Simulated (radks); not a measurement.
Values are calculated unless marked as measured or tabulated.
Valence configurations of Ni (all share [Ar]). Level of theory: scalar-relativistic Kohn-Sham, PBEsol, spin-polarised, spherical densities, finite nucleus; open shells are filled with parallel spins first; Fermi nuclear charge, rms radius 3.7757 fm (a radial shooting solver on a logarithmic mesh with Libxc functionals). Energies are relative to 3d8 4s2; eigenvalues in eV for spin up.

valence      E (eV)  moment (Bohr magnetons)    e(3d)   e(4p)    e(4s)
3d8 4s2       0.000                        2   -9.790       -   -5.829
3d8 4p2       8.607                        4  -13.040  -3.243        -
3d9 4s1      -1.195                        2   -5.067       -   -4.954
3d7 4s1 4p2  12.421                        6  -18.741  -3.859   -9.758
3d10          0.248                        0   -1.942       -        -
3d6 4s2 4p2  22.630                        6  -25.856  -4.397  -10.924
3d7 4s2 4p1   8.828                        4  -17.504  -2.959   -8.550
3d6 4s1 4p3  26.155                        8  -26.863  -5.136  -11.907
3d8 4s1 4p1   3.554                        4  -11.442  -2.517   -7.483
3d6 4p4      35.616                        6  -28.773  -5.619        -

NIST lists [Ar] 3d8 4s2 as the ground configuration; this level of theory puts 3d9 4s1 lower, by 1.195 eV. The energies are those of spherical high-spin densities, not of single terms.
